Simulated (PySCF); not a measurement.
Species: (OH)3Ti-O-SiH3 (singlet state).
Bonds: Ti1–O2, Ti1–O3, Ti1–O4, Ti1–O5, O5–Si6. Hydrogens: H7 on O2; H8 on O3; H9 on O4; H10, H11, H12 on Si6.

Computed, not measured: PBE0-D3(BJ)/def2-SVP geometry optimisation, gas phase (PySCF 2.14.0).

Question: Give the optimised bond lengths and angles.

Answer: 
| bond | length (pm) |
| --- | --- |
| Ti1–O2, Ti1–O3, Ti1–O4 | 178.1 |
| Ti1–O5 | 179.4 |
| O2–H7, O3–H8, O4–H9 | 96.1 |
| O5–Si6 | 165.2 |
| Si6–H10, Si6–H11, Si6–H12 | 149.5 |

Bonds in one row agree within 1 pm and their mean is given. A selection of angles:
| angle | degrees |
| --- | --- |
| O2–Ti1–O3 | 108.7 |
| O2–Ti1–O5 | 110.1 |
| Ti1–O2–H7 | 130.2 |
| Ti1–O3–H8 | 131.3 |
| Ti1–O5–Si6 | 176.1 |
| O5–Si6–H10 | 110.3 |
| H10–Si6–H11 | 108.8 |

Dihedral angles: H7–O2–Ti1–O3 -4° (synperiplanar); H8–O3–Ti1–O2 -127° (anticlinal); H9–O4–Ti1–O2 -1° (synperiplanar).

Ti1 (titanium bonded to 4 O) is tetrahedral (angles from 108.7° to 110.2°). Si6 (silicon bonded to O and 3 H) is tetrahedral (angles from 108.6° to 110.3°).

Point group: near C3, missed by 0.10 Å at most; the miss may be what the optimiser left on a soft mode. Whether it is a minimum is left open (no frequencies). Torsions: O3–Ti1–O2–H -4°, O2–Ti1–O3–H -127°, O2–Ti1–O4–H -1°.
